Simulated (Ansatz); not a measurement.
## Stretch profile

GeH3Br (SMILES [GeH3][Br]), closed shell, at its PBE0-D4/def2-TZVP minimum:

| atom | x (Å) | y (Å) | z (Å) |
| --- | --- | --- | --- |
| Ge1 | 0.1491 | -0.0011 | -0.1375 |
| Br2 | -1.5388 | -0.1665 | 1.4298 |
| H3 | 0.1386 | 1.4371 | -0.6638 |
| H4 | -0.1621 | -1.0110 | -1.2461 |
| H5 | 1.4632 | -0.3322 | 0.5760 |

The bond length Ge1–H3 (1.532 Å at the minimum) is set to the values below, with the rest relaxed at PBE0-D4/def2-TZVP at each step. Each method's energies count from its own value at the PBE0-D4 minimum structure. Program: Ansatz 0.2.0. Basis: def2-TZVPP. Cores are frozen in the correlated methods. Filled d shells of the heavier atoms are correlated. The def2 sets are not built for correlating such inner shells, so the correlated values are less sure here.

CCSD(T) energies along the scan:
```json
{"bond length (Å)": "1.348", "CCSD(T) (kJ/mol)": "34.3"}
{"bond length (Å)": "1.401", "CCSD(T) (kJ/mol)": "15.4"}
{"bond length (Å)": "1.479", "CCSD(T) (kJ/mol)": "1.8"}
{"bond length (Å)": "1.570", "CCSD(T) (kJ/mol)": "1.6"}
{"bond length (Å)": "1.671", "CCSD(T) (kJ/mol)": "14.6"}
{"bond length (Å)": "1.780", "CCSD(T) (kJ/mol)": "38.5"}
{"bond length (Å)": "1.896", "CCSD(T) (kJ/mol)": "70.2"}
{"bond length (Å)": "2.017", "CCSD(T) (kJ/mol)": "106.3"}
{"bond length (Å)": "2.144", "CCSD(T) (kJ/mol)": "144.7"}
```
They count from the CCSD(T) energy at the PBE0-D4 minimum.

Minimum and curvature along this coordinate at CCSD(T): A fifth-order fit through the nearest points gives 1.524 Å, with a curvature of about 17 eV/Å².

Largest difference from the CCSD(T) curve over the scan: PBE-D4 17.5; r2SCAN-D4 3.3; PBE0-D4 3.5; wB97M-V 5.6 kJ/mol. Each curve counts from its own value at the minimum.

No T1 diagnostic of these runs exceeds 0.011.

For scale, one of the runs: CCSD(T)/def2-TZVPP, 138 basis functions (an equivalent command: `ansatz run in.yaml --threads 2`). Time: 14 s of wall clock on 2 CPU threads; the host was shared. Peak host memory: 0.79 GiB.
